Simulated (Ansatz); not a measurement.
Ca₄Te₄. Total charge 0; triplet. Geometry r2SCAN-D4/def2-SVP, that of the neutral singlet; atoms count from 1.

```xyz
8

Ca    0.203    2.060    1.034
Ca    1.943   -1.217    0.319
Ca   -1.790   -1.150    0.913
Ca   -0.355    0.306   -2.266
Te   -2.392    1.499   -0.392
Te    2.204    1.415   -1.124
Te    0.437   -0.377    2.790
Te   -0.249   -2.536   -1.273
```

In the def2 sets Te takes a core potential; there is no spin–orbit coupling. At PBE0-D4/def2-SVP a singlet of charge 0 lies 3.32 eV below the triplet at the same geometry. The structure comes from a short search, and lower isomers may exist.

Problem. Estimate the Mulliken populations from the PBE0/def2-SVP orbitals of Ansatz.

Solution. 
| atom | charge (e) | spin (α − β) |
| --- | --- | --- |
| Ca1 | 0.54 | 0.27 |
| Ca2 | 0.54 | 0.27 |
| Ca3 | 0.54 | 0.27 |
| Ca4 | 0.54 | 0.27 |
| Te5 | -0.54 | 0.23 |
| Te6 | -0.54 | 0.23 |
| Te7 | -0.54 | 0.23 |
| Te8 | -0.54 | 0.23 |
Mulliken values depend strongly on the basis.

Problem. Where does the spin sit?

Solution. Summed by element: Ca 1.07, Te 0.93, of 2 unpaired in all. Largest on single atoms: Ca3 0.27, Ca2 0.27, Ca1 0.27.

Problem. And the Mayer bond orders between heavy atoms (over 0.3)?

Solution. Ca1–Te5 0.62 (3.01 Å); Ca1–Te6 0.62 (3.01 Å); Ca1–Te7 0.66 (3.01 Å); Ca2–Te6 0.66 (3.01 Å); Ca2–Te7 0.62 (3.01 Å); Ca2–Te8 0.62 (3.01 Å); Ca3–Te5 0.66 (3.01 Å); Ca3–Te7 0.62 (3.01 Å); Ca3–Te8 0.62 (3.01 Å); Ca4–Te5 0.62 (3.01 Å); Ca4–Te6 0.62 (3.01 Å); Ca4–Te8 0.66 (3.01 Å).
